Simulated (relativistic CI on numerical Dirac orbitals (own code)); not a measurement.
Energy levels of S¹⁵⁺

Calculated at this level of theory: Dirac equation for one electron, model QED (radiative potential, 1s self-energy scaled to tabulated hydrogen-like ionisation energies) (own radial code, finite nucleus).

CI space: 1s, 2s, 2p, 3s, 3p, 3d, 4s, 4p, 4d, 4f, 5s, 5p, 5d, 5f, 5g, 6s, 6p, 6d. Levels of other configurations are missing.

The lowest level is 1s 2S_1/2, with 100 % of that term; Hund's rules for 1s give 2S with J = 1/2, in agreement.

```
No.  Configuration  Term    J   E (eV)    %  Landé g
  1             1s    2S  1/2     0.00  100    1.993
  2             2p   2P°  1/2  2619.70  100    0.664
  3             2s    2S  1/2  2619.81  100    2.000
  4             2p   2P°  3/2  2622.70  100    1.332
  5             3p   2P°  1/2  3105.86  100    0.665
  6             3s    2S  1/2  3105.89  100    2.001
  7             3d    2D  3/2  3106.75  100    0.799
  8             3p   2P°  3/2  3106.75  100    1.333
  9             3d    2D  5/2  3107.04  100    1.200
 10             4p   2P°  1/2  3275.89  100    0.665
 11             4s    2S  1/2  3275.91  100    2.002
 12             4d    2D  3/2  3276.27  100    0.799
 13             4p   2P°  3/2  3276.27  100    1.334
 14             4f   2F°  5/2  3276.39  100    0.856
 15             4d    2D  5/2  3276.39  100    1.200
 16             4f   2F°  7/2  3276.45  100    1.143
 17             5p   2P°  1/2  3354.54  100    0.666
 18             5s    2S  1/2  3354.55  100    2.002
 19             5d    2D  3/2  3354.74  100    0.799
 20             5p   2P°  3/2  3354.74  100    1.334
 21             5f   2F°  5/2  3354.80  100    0.857
 22             5d    2D  5/2  3354.80  100    1.200
 23             5g    2G  7/2  3354.83  100    0.888
 24             5f   2F°  7/2  3354.83  100    1.143
 25             5g    2G  9/2  3354.85  100    1.111
 26             6p   2P°  1/2  3397.25  100    0.666
 27             6s    2S  1/2  3397.25  100    2.002
 28             6d    2D  3/2  3397.36  100    0.799
 29             6p   2P°  3/2  3397.36  100    1.334
 30             6d    2D  5/2  3397.39  100    1.200
```

Energies count from the lowest computed level; ° marks odd parity.
